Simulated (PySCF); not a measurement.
## Calculated data, Al₂BH₅N, B₂H₃NSi, AlBH₃NO, CH₄AlB₂

All values are calculated (PySCF 2.14.0). Calculation on a computer-drawn molecule: the log of a Hartree-Fock and frozen-core CCSD(T) single point meant for a local Hartree-Fock minimum, with one planted fault or none, to be diagnosed. Offsets are logged minus clean, where the clean run is the same molecule without the fault. The reference is restricted for singlets and unrestricted otherwise, and also for a bond in bohr or an excited solution. Adding or removing an electron swaps singlet and doublet. The excited solution moves the top pair (singlet) or top alpha electron (doublet) to the lowest empty orbital. Highest occupied and lowest empty are orbital energies over both spins, largest force is the largest gradient component, triples share is (T) over the correlation energy, the T1 limit is 0.02 restricted and 0.045 unrestricted, electrons count all cores, a negative frequency is imaginary (commonest isotopes), and the dipole is about the centre of nuclear charge.

Common to all runs: meant charge 0; meant basis cc-pV(D+d)Z; logged SCF converged yes; possible faults no fault, one electron removed, one electron added, multiplicity raised by two, geometry at a saddle point, SCF held on an excited solution, minimal basis STO-3G, one bond length entered in bohr, all coordinates scaled.

```yaml
- entry: 1
  formula: Al2BH5N
  logged_structure:
    atoms_angstrom:
      - [B, 1.9471, -0.4722, 0.6458]
      - ["N", 2.189, 0.9019, 0.4574]
      - [Al, 1.1449, 2.2972, 0.9896]
      - [Al, -1.1216, 1.969, 2.2736]
      - [H, 0.9459, -0.8262, 1.2211]
      - [H, 2.7213, -1.3026, 0.2433]
      - [H, 3.0449, 1.1043, -0.0305]
      - [H, -2.5015, 1.9447, 1.49]
      - [H, -1.1731, 2.0357, 3.8584]
  given:
    meant_multiplicity: 2
    logged_electrons: 44
    logged_basis_functions: 99
    logged_spin_squared: 0.0
    "logged_highest_occupied [eV]": -0.56832
    "logged_lowest_empty [eV]": 5.3209
    "logged_largest_force [hartree/bohr]": 0.033753
    logged_T1_diagnostic: 0.024427
    logged_D1_diagnostic: 0.087272
    logged_triples_share: 0.033106
    logged_CC_converged: "yes"
    "logged_dipole_magnitude [debye]": 3.4483
    logged_SCF_stable_within_its_kind: "yes"
    "logged_energy_HF [hartree]": -565.90257
    "logged_energy_CCSD(T) [hartree]": -566.36772
    drawn_bonds_atom: [1, 2, 3, 1, 1, 2, 4, 4]
    drawn_bonds_other_atom: [2, 3, 4, 5, 6, 7, 8, 9]
    drawn_bonds_order: [1, 1, 1, 1, 1, 1, 1, 1]
  results:
    planted_fault: "one electron added"
    "HF_energy_offset_from_clean_run [kcal/mol]": 6.132
    "CCSD(T)_energy_offset_from_clean_run [kcal/mol]": -19.01
  notes: ["T1 above single-reference limit"]
- entry: 2
  formula: B2H3NSi
  logged_structure:
    atoms_angstrom:
      - [B, -4.3937, -0.1312, 2.4613]
      - ["N", -3.465, -0.9136, 2.1989]
      - [B, -2.4318, -1.8324, 1.906]
      - [Si, -2.8252, -3.8426, 1.8497]
      - [H, -5.2659, 0.6105, 2.7078]
      - [H, -1.3283, -1.4062, 1.6622]
      - [H, -2.432, -4.0336, 3.3055]
  given:
    meant_multiplicity: 1
    logged_electrons: 35
    logged_basis_functions: 80
    logged_spin_squared: 0.7695
    "logged_highest_occupied [eV]": -0.90817
    "logged_lowest_empty [eV]": 6.5921
    "logged_largest_force [hartree/bohr]": 0.029739
    logged_T1_diagnostic: 0.025191
    logged_D1_diagnostic: 0.095125
    logged_triples_share: 0.03921
    logged_CC_converged: "yes"
    "logged_dipole_magnitude [debye]": 7.4253
    logged_SCF_stable_within_its_kind: "yes"
    "logged_energy_HF [hartree]": -394.46997
    "logged_energy_CCSD(T) [hartree]": -394.94221
    drawn_bonds_atom: [1, 2, 3, 1, 3, 4]
    drawn_bonds_other_atom: [2, 3, 4, 5, 6, 7]
    drawn_bonds_order: [2, 1, 1, 1, 1, 1]
  results:
    planted_fault: "one electron added"
    "HF_energy_offset_from_clean_run [kcal/mol]": -1.321
    "CCSD(T)_energy_offset_from_clean_run [kcal/mol]": -12.01
- entry: 3
  formula: AlBH3NO
  logged_structure:
    atoms_angstrom:
      - [O, -0.1965, 1.9682, 0.3188]
      - [B, 0.8872, 1.2301, 0.1509]
      - ["N", 1.9183, 0.5261, 0.0117]
      - [Al, 3.3585, -0.4555, -0.1979]
      - [H, -0.5874, 2.3014, -0.4767]
      - [H, 3.9127, -0.7262, -1.653]
      - [H, 4.0974, -1.0652, 1.0575]
  given:
    meant_multiplicity: 1
    logged_electrons: 36
    logged_basis_functions: 80
    logged_spin_squared: 0.0
    "logged_highest_occupied [eV]": -3.1816
    "logged_lowest_empty [eV]": -5.7692
    "logged_largest_force [hartree/bohr]": 0.078608
    logged_CC_converged: "no"
    "logged_dipole_magnitude [debye]": 6.8611
    logged_SCF_stable_within_its_kind: "no"
    "logged_energy_HF [hartree]": -397.21159
    drawn_bonds_atom: [1, 2, 3, 1, 4, 4]
    drawn_bonds_other_atom: [2, 3, 4, 5, 6, 7]
    drawn_bonds_order: [1, 2, 1, 1, 1, 1]
  results:
    planted_fault: "SCF held on an excited solution"
    "HF_energy_offset_from_clean_run [kcal/mol]": 347.4
  notes: ["CCSD not converged"]
- entry: 4
  formula: CH4AlB2
  logged_structure:
    atoms_angstrom:
      - [B, -0.3204, -0.5163, -3.1137]
      - [Al, -1.5478, -2.0737, -2.5234]
      - [C, -2.3237, -2.2178, -0.7531]
      - [B, -1.9944, -1.1935, 0.096]
      - [H, 0.3881, 0.3675, -3.4801]
      - [H, -1.8508, -3.1934, -3.6001]
      - [H, -2.9518, -3.0789, -0.5574]
      - [H, -1.6472, -0.2678, 0.7351]
  given:
    meant_multiplicity: 2
    logged_electrons: 33
    logged_basis_functions: 28
    logged_spin_squared: 0.7997
    "logged_highest_occupied [eV]": -5.5544
    "logged_lowest_empty [eV]": 7.3883
    "logged_largest_force [hartree/bohr]": 0.044593
    logged_T1_diagnostic: 0.024318
    logged_D1_diagnostic: 0.091217
    logged_triples_share: 0.020115
    logged_CC_converged: "yes"
    "logged_dipole_magnitude [debye]": 0.19767
    logged_SCF_stable_within_its_kind: "yes"
    "logged_energy_HF [hartree]": -327.29892
    "logged_energy_CCSD(T) [hartree]": -327.50461
    drawn_bonds_atom: [1, 2, 3, 1, 2, 3, 4]
    drawn_bonds_other_atom: [2, 3, 4, 5, 6, 7, 8]
    drawn_bonds_order: [1, 1, 2, 1, 1, 1, 1]
  results:
    planted_fault: "minimal basis STO-3G"
    "HF_energy_offset_from_clean_run [kcal/mol]": 2548
    "CCSD(T)_energy_offset_from_clean_run [kcal/mol]": 2663
```
